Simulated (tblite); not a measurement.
Species: C₅H₇O₃S₂ (charge -1).
Structure used (GFN2-xTB), in Å, numbered top down from 1:
```
atom  x, y, z in Å
C1    -1.125   -1.229    0.807
C2    -0.140   -0.254    0.235
S3    -1.253    1.006   -0.689
O4    -2.188    1.478    0.311
O5    -1.841    0.149   -1.708
O6    -0.365    2.022   -1.226
C7     0.929   -0.581   -0.805
C8     1.810    0.496   -0.143
C9     0.823    0.509    0.992
S10    0.899    1.091    2.509
H11   -1.786   -1.560    0.009
H12   -0.623   -2.088    1.259
H13   -1.719   -0.718    1.561
H14    1.336   -1.589   -0.716
H15    0.615   -0.384   -1.828
H16    1.787    1.437   -0.692
H17    2.836    0.229    0.113
```

Method: GFN2-xTB as coded in tblite; computed harmonic values from a numerical Hessian at the method's own geometry, unscaled. This tight-binding method is rough: wavenumbers can miss measured ones by several per cent, in bad cases by 10 to 20. One conformer, not necessarily the lowest.

Harmonic wavenumbers (cm⁻¹): 61.7, 65.2, 132.9, 172.7, 184.9, 209.5, 241.7, 278.4, 303.7, 381.0, 397.6, 483.0, 487.3, 501.6, 586.2, 589.2, 750.3, 775.2, 947.9, 963.7, 981.2, 1007.6, 1026.1, 1052.2, 1097.2, 1151.0, 1161.7, 1176.5, 1183.0, 1193.8, 1216.6, 1290.6, 1382.2, 1403.7, 1415.1, 1465.0, 1466.8, 1482.1, 2957.0, 2963.4, 2973.3, 2993.5, 3017.5, 3029.8, 3036.8.

A = 1601, B = 871.8, C = 821.1 MHz; mass 178.984 u (most abundant isotopes); point group C1, symmetry number 1.

Question: What is the zero-point energy?

Answer: Half the sum of the wavenumbers: 25819 cm⁻¹ = 73.82 kcal/mol.

Question: Give the ideal-gas entropy at 273.15 K and 1 bar in the rigid-rotor, harmonic-oscillator model (classical rotation).

Answer: Translation 41.04, rotation 29.76, vibration 26.91: S = 97.7 cal/(mol K).

Question: And Cp and H(273.15 K) − H(0)?

Answer: Cp = 37.08 cal/(mol K), of which vibrations give 29.14 (their classical limit is 45 R = 89.4); H(273.15 K) − H(0) = 6.21 kcal/mol without the zero-point energy, 4.04 from vibrations.

Question: How do the functions run with temperature in this model?

Answer: 
```
 T (K)  S (cal/(mol K))  Cp (cal/(mol K))  H − H(0) (kcal/mol)  G − H(0) (kcal/mol)  ln q(vib)
    50             59.8              12.6                 0.48                -2.51       0.39
   100             70.6              19.1                 1.28                -5.78       1.47
298.15            101.1              39.5                 7.17               -22.97       6.78
373.15            110.7              46.4                10.39               -30.91       8.81
   500            125.7              56.2                16.92               -45.92      12.17
   750            151.2              69.3                32.76               -80.63      18.43
  1000            172.3              77.3                51.16              -121.15      24.14
```

q(vib) and H(0) count from the zero-point level.

Question: Blend soft modes into free rotors: weight 1/[1 + (100 cm⁻¹/ν̃)⁴] for the oscillator and the rest for a rotor with moment μB/(μ + B), μ = h/(8π²ν), B = 10⁻⁴⁴ kg m². What vibrational entropy results?

Answer: 25.24 cal/(mol K) in place of 26.91, which changes −T·S at 273.15 K by +0.46 kcal/mol.

Question: Which modes carry the vibrational entropy at 273.15 K?

Answer: 61.7 cm⁻¹: 4.23; 65.2 cm⁻¹: 4.12; 132.9 cm⁻¹: 2.74; 172.7 cm⁻¹: 2.24; 184.9 cm⁻¹: 2.12; 209.5 cm⁻¹: 1.89 cal/(mol K); the other 39 give 9.58 together.

Hindered rotation and anharmonicity are outside this model. Other conformers, if any are populated, would add a mixing term that is left out. The structure is chiral; the term R ln 2 for an equal mix with its mirror image is left out.

The run took 1.2 s on an Arm Neoverse N1 with one thread, on a shared host. The figure is for the frequency step alone.
